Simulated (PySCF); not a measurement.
Whose spectrum? (AB cage)

All values: TDDFT PBE0/6-31G*, gas phase, PySCF SCF with an in-house response code, fitting set def2-universal-JFIT up to Ne and JKFIT beyond, grid level 1 (kernel 0), vertical, one conformer each, geometries GFN1-xTB; core orbitals frozen in the response, virtual orbitals above 1.5 Eh left out. The lowest 6 singlets were sought, and the brightest is taken among them. The runs took 7 to 20 CPU minutes each on shared server CPUs.

One system has its HOMO at -6.86 eV, its LUMO at -1.95 eV and these singlet states:

| state | eV | f |
| --- | --- | --- |
| S1 | 4.06 | 0.007 |
| S2 | 4.07 | 0.017 |
| S3 | 4.08 | 0.017 |
| S4 | 4.35 | 0.000 |
| S5 | 4.39 | 0.000 |
| S6 | 4.43 | 0.015 |

Problem. Which is it?
A. (MgS)9 cage of four- and six-membered rings (Mg9S9)
B. (MgS)8 cage of four- and six-membered rings (Mg8S8)
C. (MgS)11 cage of four- and six-membered rings (Mg11S11)

Solution. B.

Problem. How do the candidates compare?

Solution. 
```tsv
system	HOMO / eV	LUMO / eV	S1 / eV	f(S1)	brightest state sought / eV
(MgS)11 cage of four- and six-membered rings	-6.82	-1.88	4.17	0.001	4.40
(MgS)8 cage of four- and six-membered rings	-6.86	-1.95	4.06	0.007	4.07
(MgS)9 cage of four- and six-membered rings	-6.96	-1.92	4.20	0.000	4.24
```
